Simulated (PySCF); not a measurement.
## How the method changes the constants of SrF⁺

State: ¹Σ⁺ (singlet), closed shell. Set-up: Sr def2-SVPD with ECP28, F def2-SVPD; scalar-relativistic core potentials (PySCF 2.14). De refers to Sr⁺ + F in their high-spin ground configurations, without counterpoise correction. A positive dipole points towards F; it is taken about the centre of mass and depends on that origin.

```tsv
Level	Re (Å)	ωe (cm⁻¹)	De (eV)	μ (D)
RHF	2.067	581	3.75	-8.74
RHF-MP2	2.063	579	5.91	n/a
RHF-SCS-MP2	2.066	577	5.74	n/a
RHF-CCSD	2.063	583	5.51	n/a
RHF-CCSD(T)	2.065	580	5.61	n/a
LDA	2.020	602	6.61	-7.01
PBE	2.046	575	5.92	-7.23
revPBE	2.055	565	5.73	-7.31
PW91	2.045	576	5.98	-7.25
r²SCAN	2.045	583	5.82	-7.57
PBE0	2.039	589	5.59	-7.64
HSE06	2.040	588	5.58	-7.64
```

The bond length runs from 2.020 Å (LDA) to 2.067 Å (RHF). De spans 3.75 eV (RHF, mean field) to 6.61 eV (LDA, local density). Correlation at CCSD(T) changes the Hartree–Fock bond energy by +1.86 eV; the triples alone change it by +0.10 eV.

Correlated steps freeze 1 core orbital. Correlated levels converge slowly with the basis: in double zeta they bind strong bonds too weakly, by up to about 1 eV, and carry superposition errors of some tenths. For an ion De counts to the pair picked by the measured ionisation energies or electron affinities, which need not be the lowest pair at this level. Where the molecule has an RHF reference, its open-shell atoms are computed with UHF.
